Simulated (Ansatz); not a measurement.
`F[BH][AlH2]` + `FCC#CC(F)F` → `F[B](F)[AlH2]` + `CC#CC(F)F`  (formal exchange of groups at a B–H bond)

Calculated with Ansatz (gas phase, PBE0-D4/def2-TZVP geometries, no zero-point term in ΔE). CCSD(T)/CBS adds triple-zeta CCSD(T) − MP2 to the extrapolated MP2 energy (def2 sets, frozen cores). Functionals use def2-TZVPP.

```
 level  ΔE (eV)
PBE-D4    -2.83
  PBE0    -2.87
```

(1) What does CCSD(T)/CBS give? (Best estimate.)

Largest T1 diagnostic among the species: 0.014.

## Answers

(1) The calculation gave: -2.91 eV. The listed levels differ from it by 0.08, 0.04 eV.

Leaving LDA and LC-ωPBE aside and taking each functional with its dispersion term where it has one, the values, not all of them listed here, spread over 0.16 eV, from r2SCAN0-D4 to revPBE-D4. LDA lies −0.11 eV from PBE without D4. From BLYP to BHLYP (50 % exact exchange), in def2-TZVPP and without D4, ΔE moves by −0.09 eV. In def2-TZVPP, CCSD(T) changes the Hartree–Fock value by −0.04 eV (the triples alone add −0.00 eV) and MP2 by −0.14 eV.
